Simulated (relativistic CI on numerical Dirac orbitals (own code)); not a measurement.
## Crystal-field levels of Ho³⁺, 4f10

Calculated by Dirac-Coulomb-Breit CI, orbitals from a KLI potential per configuration, model QED, valence Slater integrals scaled by 0.75, one configuration in a parametric crystal field (own radial code).

Field parameters in Wybourne normalisation; cubic f-shell fields have B⁴₄ = √(5/14) B⁴₀ and B⁶₄ = −√(7/2) B⁶₀. The field is a parameter set, without covalency.

S and J are read from ⟨S²⟩ = S(S + 1) and ⟨J²⟩ = J(J + 1) of each level; they are not fictitious spins.

D4h, B20 = -490, B40 = 1200, B44 = -650, B60 = -400, B64 = 910 cm⁻¹, the lowest 10 levels:

```csv
E (cm⁻¹),Degeneracy,Irrep,S,J
0.0,1,B2,1.93,8.00
17.1,2,E,1.93,8.00
52.9,1,A1,1.93,8.00
180,1,A2,1.93,8.00
209,2,E,1.93,8.00
214,1,A1,1.93,8.00
254,1,B1,1.93,8.00
356,1,B2,1.93,8.00
368,2,E,1.93,8.00
430,1,A2,1.93,8.00
```

Oh, B40 = 1870, B60 = 320 cm⁻¹, the lowest 10 levels:

| E (cm⁻¹) | Degeneracy | Irrep | S | J |
| --- | --- | --- | --- | --- |
| 0.0 | 2 | E | 1.93 | 8.00 |
| 18.5 | 3 | T1 | 1.93 | 8.00 |
| 84.1 | 1 | A1 | 1.93 | 8.00 |
| 270 | 3 | T1 | 1.93 | 8.00 |
| 324 | 3 | T2 | 1.93 | 8.00 |
| 369 | 2 | E | 1.93 | 8.00 |
| 388 | 3 | T2 | 1.93 | 8.00 |
| 5258 | 3 | T1 | 1.97 | 7.00 |
| 5259 | 3 | T2 | 1.97 | 7.00 |
| 5385 | 1 | A2 | 1.97 | 7.00 |

D3d, B20 = 1790, B40 = 40, B43 = -1790, B60 = 680, B63 = -520, B66 = -570 cm⁻¹, the lowest 16 levels:

```tsv
E (cm⁻¹)	Degeneracy	Irrep	S	J
0.0	2	E	1.93	8.00
145	2	E	1.93	8.00
178	1	A1	1.93	8.00
285	1	A2	1.93	8.00
354	2	E	1.93	8.00
444	1	A1	1.93	8.00
450	2	E	1.93	8.00
601	1	A2	1.93	8.00
607	2	E	1.93	8.00
634	2	E	1.93	8.00
642	1	A1	1.93	8.00
5280	2	E	1.97	7.00
5365	1	A2	1.97	7.00
5369	1	A1	1.97	7.00
5437	2	E	1.97	7.00
5503	2	E	1.97	7.00
```

C2v, B20 = -490, B22 = -100, B40 = 570, B42 = 130, B44 = 410, B60 = 430, B62 = 90, B64 = -10, B66 = 140 cm⁻¹, the lowest 10 levels:

```json
{"E (cm⁻¹)": "0.0", "Degeneracy": "1", "S": "1.93", "J": "8.00"}
{"E (cm⁻¹)": "7.8", "Degeneracy": "1", "S": "1.93", "J": "8.00"}
{"E (cm⁻¹)": "14.3", "Degeneracy": "1", "S": "1.93", "J": "8.00"}
{"E (cm⁻¹)": "18.1", "Degeneracy": "1", "S": "1.93", "J": "8.00"}
{"E (cm⁻¹)": "18.4", "Degeneracy": "1", "S": "1.93", "J": "8.00"}
{"E (cm⁻¹)": "40.5", "Degeneracy": "1", "S": "1.93", "J": "8.00"}
{"E (cm⁻¹)": "53.1", "Degeneracy": "1", "S": "1.93", "J": "8.00"}
{"E (cm⁻¹)": "56.3", "Degeneracy": "1", "S": "1.93", "J": "8.00"}
{"E (cm⁻¹)": "94.1", "Degeneracy": "1", "S": "1.93", "J": "8.00"}
{"E (cm⁻¹)": "99.7", "Degeneracy": "1", "S": "1.93", "J": "8.00"}
```

Oh, B40 = -2680, B60 = 350 cm⁻¹, the lowest 10 levels:

```json
{"E (cm⁻¹)": "0.0", "Degeneracy": "3", "Irrep": "T2", "S": "1.93", "J": "8.00"}
{"E (cm⁻¹)": "18.7", "Degeneracy": "2", "Irrep": "E", "S": "1.93", "J": "8.00"}
{"E (cm⁻¹)": "53.8", "Degeneracy": "3", "Irrep": "T1", "S": "1.93", "J": "8.00"}
{"E (cm⁻¹)": "356", "Degeneracy": "3", "Irrep": "T2", "S": "1.93", "J": "8.00"}
{"E (cm⁻¹)": "417", "Degeneracy": "2", "Irrep": "E", "S": "1.93", "J": "8.00"}
{"E (cm⁻¹)": "450", "Degeneracy": "3", "Irrep": "T1", "S": "1.93", "J": "8.00"}
{"E (cm⁻¹)": "492", "Degeneracy": "1", "Irrep": "A1", "S": "1.93", "J": "8.00"}
{"E (cm⁻¹)": "5217", "Degeneracy": "3", "Irrep": "T1", "S": "1.97", "J": "7.00"}
{"E (cm⁻¹)": "5270", "Degeneracy": "2", "Irrep": "E", "S": "1.97", "J": "7.00"}
{"E (cm⁻¹)": "5295", "Degeneracy": "3", "Irrep": "T2", "S": "1.97", "J": "7.00"}
```

The next free-ion level lies 5125 cm⁻¹ above the lowest; the field splits the ground level into components whose J stays near 8 as long as their spread is small against that gap.

Levels of this model without a field, named by their leading LS term (the scale mimics covalency, so terms lie below those of the real free ion): 5I_8 0, 5I_7 5125, 5I_6 8547, 5I_5 10960, 5I_4 12975, 5F_5 15355, 5S_2 17725, 3K_8 18007 cm⁻¹.
